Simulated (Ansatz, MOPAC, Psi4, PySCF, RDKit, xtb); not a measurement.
Two geometries of SMILES C=C/C=C\N, relaxed at B3LYP-D3(BJ)/def2-SVP with one dihedral held; other torsions can differ between them too.

Structure A

```
12

C     -2.3316     0.1049     0.2938
C     -1.0717    -0.1191    -0.1198
C      0.0590     0.7528     0.1474
C      1.3397     0.4597    -0.1701
N      1.7379    -0.7299    -0.8143
H     -3.1463    -0.5753     0.0339
H     -2.5859     0.9779     0.9037
H     -0.8544    -1.0063    -0.7252
H     -0.1376     1.7020     0.6552
H      2.1137     1.2189     0.0016
H      1.7276    -1.5414    -0.1957
H      2.6859    -0.6572    -1.1764
```

Structure B

```
12

C     -2.3709     0.1642     0.2481
C     -1.0976    -0.1509    -0.0560
C      0.0598     0.6856     0.1928
C      1.3433     0.3792    -0.1267
N      1.8032    -0.7355    -0.7946
H     -3.1961    -0.5192     0.0355
H     -2.6220     1.1201     0.7188
H     -0.9200    -1.1241    -0.5330
H     -0.1138     1.6517     0.6740
H      2.1322     1.0976     0.1182
H      1.1753    -1.5252    -0.8900
H      2.7678    -1.0004    -0.6393
```

Task: Which is lower in energy at the level CCSD(T) on RHF/cc-pVTZ, frozen core // B3LYP-D3(BJ)/def2-SVP (Ansatz, a program for electronic structure), and by how much?

Result: B is lower, by 2.24 kcal/mol (dihedral C3–C4–N5–H11: -75° in A, -15° in B).

E(B) − E(A) in kcal/mol at the other levels, on the same two geometries: MMFF94 // B3LYP-D3(BJ)/def2-SVP (RDKit) -4.66; B3LYP/def2-TZVP // B3LYP-D3(BJ)/def2-SVP (Psi4) -3.89; B3LYP-D3(BJ)/def2-TZVP // B3LYP-D3(BJ)/def2-SVP (Psi4) -3.90; PBE/def2-TZVP // B3LYP-D3(BJ)/def2-SVP (Psi4) -4.28; PBE-D3(BJ)/def2-TZVP // B3LYP-D3(BJ)/def2-SVP (Psi4) -4.29; wB97M-V/def2-TZVP // B3LYP-D3(BJ)/def2-SVP (Psi4) -3.11; RHF/cc-pVTZ // B3LYP-D3(BJ)/def2-SVP (Ansatz) -2.48; MP2 on RHF/cc-pVTZ, frozen core // B3LYP-D3(BJ)/def2-SVP (Ansatz) -2.83; CCSD on RHF/cc-pVTZ, frozen core // B3LYP-D3(BJ)/def2-SVP (Ansatz) -2.15; UFF // B3LYP-D3(BJ)/def2-SVP (RDKit) -2.81; PM3, restricted, heats of formation // B3LYP-D3(BJ)/def2-SVP (MOPAC) -1.62; PM7, restricted, heats of formation // B3LYP-D3(BJ)/def2-SVP (MOPAC) -4.96; GFN1-xTB // B3LYP-D3(BJ)/def2-SVP (xtb) -4.06; restricted B3LYP/6-31G*, spherical d // B3LYP-D3(BJ)/def2-SVP (PySCF) -3.41; restricted B3LYP/3-21G // B3LYP-D3(BJ)/def2-SVP (PySCF) -5.23; restricted MP2 (frozen core)/3-21G // B3LYP-D3(BJ)/def2-SVP (PySCF) -3.85; restricted Hartree-Fock/6-31G*, spherical d // B3LYP-D3(BJ)/def2-SVP (PySCF) -2.10.
